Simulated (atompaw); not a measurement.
**promethium: PAW (atompaw) pseudisation with PBEsol, scalar-relativistic reference atom.**

promethium, PAW, made with atompaw 4.2.0.5 (PBEsol, scalar-relativistic). Core [Kr] 4d10, reference 4f4 5s2 5p6 5d1 6s2 6p0. Waves: 5s (bound): rc 2.45 bohr; 6s (bound): rc 2.90 bohr; 5p (bound): rc 2.45 bohr; 6p (bound, empty): rc 3.00 bohr; 5d (bound): rc 3.00 bohr; 5d channel at 2.15 Ry: rc 3.00 bohr; 4f (bound): rc 0.95 bohr; 4f channel at -0.2 Ry: rc 0.95 bohr. Local part: bessel scheme, radius 2.35 bohr. Core correction: smooth core density matched at 2.90 bohr. Augmentation charge: besselshape compensation charge, radius 2.20 bohr; PAW radius 3.00 bohr; waves and projectors: custom rrkj gramschmidtortho.

What the tests gave:

| Property | Result |
| --- | --- |
| Cutoffs needed | 200 Ry and 260 Ry (the cutoffs (Ry, on a coarse ladder) from which the occupation-weighted sum of valence levels, in a spherical-Bessel basis at the reference potential, stays within 10 and 1 mRy of its value at 400 Ry) |
| Ghost test | no extra level below or beside the all-electron valence levels (s, p, d, f tested) (spherical-Bessel basis up to 400 Ry, 20 bohr box) |
| Lowest eigenvalue of the overlap operator | 0.08 (p channel) |
| Overlap eigenvalues printed by atompaw (projector basis) | 0.135, 0.279, 0.376, 2.01, 4.5, 11.3, 23.1, 54.5 |
| Share of each valence orbital outside the PAW sphere | 5s 0 %, 6s 79 %, 5p 2 %, 6p 94 %, 5d 37 %, 4f 1 % |

Generation and tests took about 14 s on one core of a shared server CPU.
